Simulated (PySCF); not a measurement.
Delta-SCF ions had no search for a lower state. Excitations are Tamm–Dancoff values on a coarser integration grid. The basis has no diffuse functions, so Rydberg states are missing or too high.

# [Ga(H)3(pyridine)] (charge 0, multiplicity 1)

Level of theory: ωB97X-D3(BJ)/def2-TZVP // PBE0-D3(BJ)/def2-SVP (PySCF).

```yaml
HOMO: -9.66 eV
dipole_moment: 6.76 D
HOMO–LUMO gap: 9.78 eV
LUMO: 0.12 eV
S1 excitation (TDA): 5.68 eV
S1 oscillator strength: 0.051
brightest of the four lowest singlets (TDA): 6.03 eV
T1 excitation (TDA): 4.41 eV
S1–T1 gap (TDA): 1.27 eV
vertical ionisation energy (Delta-SCF): 9.67 eV
charge on the central atom (Mulliken): 0.16 e
charge on the central atom (meta-Löwdin): 0.06 e
total_energy: -59187.79 eV
cost: around 17 core-minutes (rough)
```

```xyz
15

Ga    -0.0251    -0.0871    -0.0865
H     -1.4295     0.5072    -0.5174
H      0.0101    -1.3220     0.9059
H      1.1618     0.0368    -1.1278
C      1.3268     3.4183     3.0510
C      1.7568     2.1055     3.2290
C      1.3351     1.1376     2.3251
N      0.5358     1.4296     1.2952
C      0.1172     2.6861     1.1198
C      0.4913     3.7145     1.9766
H      1.6380     4.2029     3.7446
H      2.4094     1.8281     4.0584
H      1.6338     0.0898     2.4180
H     -0.5424     2.8565     0.2645
H      0.1281     4.7284     1.8010
```
Charge 0, spin multiplicity 1.
